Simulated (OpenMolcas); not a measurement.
# Lines of Mo2+: computed and rescaled rates

```json
{
 "Program": "OpenMolcas",
 "Method": "MS-CASPT2, IPEA 0.25 Eh, imaginary shift 0.1 Eh (closed shells correlated: 4s 4p)",
 "Basis": "ANO-R3 [8s6p5d3f2g1h]",
 "Scalar Hamiltonian": "X2C, finite nucleus",
 "Active space": "4 electrons in 5 orbitals (4d)",
 "State averaging": "2S+1 = 5 even, 5 roots; 2S+1 = 3 even, 45 roots; 2S+1 = 1 even, 50 roots",
 "Spin-orbit coupling": "state interaction with AMFI integrals over the reference wave functions, term energies averaged over their components"
}
```

Rates come from the transition moments of the reference wave functions (E1 and E2 in the length form). At fixed line strength A goes as λ^-3 for E1 and M1 and as λ^-5 for E2, so a rate at the computed wavelength can be rescaled to the measured one. Measured vacuum wavelengths follow from level energies in Sugar and Musgrove, J. Phys. Chem. Ref. Data 17, 155 (1988). Branching counts decays inside the model space alone, at computed energies, and the table is only a selection of the E2 and M1 lines, drawn from those between levels with measured partners whose computed energy lies within a factor of 1.5 of the measured one.

| Upper | Lower | Type | λ computed (nm) | λ measured (nm) | A computed (s-1) | A rescaled (s-1) | Branching % |
| --- | --- | --- | --- | --- | --- | --- | --- |
| 4d4 1S0(1) | 4d4 3P1(1) | M1 | 930.9 | 954.2 | 1.79e+00 |  | 99.8 |
| 4d4 1G4(2) | 4d4 1I6 | E2 | 558.4 | 630 | 1.41e+00 | 7.71e-01 | 47.1 |
| 4d4 3P0(1) | 4d4 5D1 | M1 | 871.7 | 916.8 | 1.31e+00 |  | 99.9 |
| 4d4 3P1(1) | 4d4 5D2 | M1 | 814.7 | 844.4 | 9.84e-01 |  | 89.4 |
| 4d4 3F4(1) | 4d4 5D4 | M1 | 769.1 | 804.9 | 6.27e-01 |  | 78.0 |
| 4d4 3P2(1) | 4d4 5D3 | M1 | 737.1 | 761.4 | 6.14e-01 |  | 86.4 |
| 4d4 1G4(1) | 4d4 3F4(1) | M1 | 1539 | 1583 | 4.18e-01 |  | 40.1 |
| 4d4 3F3(1) | 4d4 5D3 | M1 | 749.5 | 785.9 | 3.80e-01 |  | 64.2 |
| 4d4 3D3 | 4d4 5D4 | M1 | 543.2 | 567.7 | 3.62e-01 |  | 57.5 |
| 4d4 1D2(1) | 4d4 3F3(1) | M1 | 1028 | 1129 | 3.33e-01 |  | 33.6 |
| 4d4 3F2(1) | 4d4 5D2 | M1 | 719.4 | 754.1 | 2.03e-01 |  | 58.1 |
| 4d4 3D2 | 4d4 5D1 | M1 | 497.3 | 517.2 | 1.96e-01 |  | 34.1 |
| 4d4 1I6 | 4d4 3H6 | M1 | 1616 | 1543 | 1.38e-01 |  | 53.4 |
| 4d4 3F2(1) | 4d4 5D1 | M1 | 698.4 | 730.6 | 1.20e-01 |  | 34.5 |
| 4d4 1I6 | 4d4 3H5 | M1 | 1496 | 1426 | 1.19e-01 |  | 46.3 |
| 4d4 3G3 | 4d4 5D3 | M1 | 655.3 | 682.7 | 8.25e-02 |  | 34.6 |
| 4d4 3G4 | 4d4 5D4 | M1 | 665.3 | 693.9 | 7.96e-02 |  | 52.0 |
| 4d4 3G5 | 4d4 3H5 | M1 | 2769 | 2908 | 5.54e-02 |  | 36.7 |
| 4d4 3H4 | 4d4 5D4 | M1 | 889 | 925.3 | 3.28e-02 |  | 83.0 |
| 4d4 5D3 | 4d4 5D2 | M1 | 18370 | 17990 | 7.44e-03 | 7.92e-03 | 100.0 |
| 4d4 5D4 | 4d4 5D3 | M1 | 15760 | 15420 | 6.89e-03 | 7.36e-03 | 100.0 |
| 4d4 5D2 | 4d4 5D1 | M1 | 23970 | 23460 | 4.09e-03 | 4.36e-03 | 100.0 |
| 4d4 3H5 | 4d4 3H4 | M1 | 18300 | 16780 | 4.03e-03 | 5.23e-03 | 93.8 |
| 4d4 3H6 | 4d4 3H5 | M1 | 20190 | 18670 | 2.54e-03 | 3.21e-03 | 98.7 |
| 4d4 5D1 | 4d4 5D0 | M1 | 42430 | 41320 | 7.00e-04 | 7.58e-04 | 100.0 |

Spin-changing lines and M1 lines between different terms are not rescaled, since their strength hangs on the term gaps too.

The largest correction is for 4d4 1G4(2) → 4d4 1I6 (E2): 1.41e+00 × (558.4 / 630)^5 = 7.71e-01 s-1, a factor of 0.55.

The computed rate and branching of 4d4 5D1 → 4d4 5D0 give the upper level a radiative lifetime of 1.000 / 7.00e-04 s-1 = 1.43e+03 s, counting decays inside the model space alone. The rescaled rate gives about 1.3e+03 s.

The computed order of these levels differs from the measured one in 4 places, and where term gaps are wrong the rates of spin-changing lines can be off by large factors.

These are rates of the free ion; in crystals, glasses and complexes forced electric-dipole and non-radiative decay shorten such lifetimes by orders of magnitude. No measured rate stands beside these. Rescaling mends the energy factor alone: line strengths can still be far off where a level mixes with configurations outside the active space, and weak or spin-changing lines hang on small mixing coefficients that depend on the term gaps too, so rescaling need not improve them.

Term energies are means over components that CASPT2 splits; among the terms shown or strongly mixed into the levels shown the widest spread is 1500 cm-1 (4d4 1I). Levels of configurations with an s electron are missing; early in the row they begin among the upper levels of the d shell and mix with terms of their name. The CASPT2 spread within a term exceeds the gap to the next term for 4d4 3P(1) and 4d4 3H, 4d4 1I and 4d4 3D, 4d4 3D and 4d4 1G(1), so the order of their levels is uncertain. Computed and measured levels are paired by configuration, term and J; levels that our copy of the source lacks, or whose pairing is in doubt (as where it misses far off the trend of its configuration), stay unpaired. Only configurations of the active space appear.

A number in round brackets counts repeated terms of one configuration in the order of the reference energies.
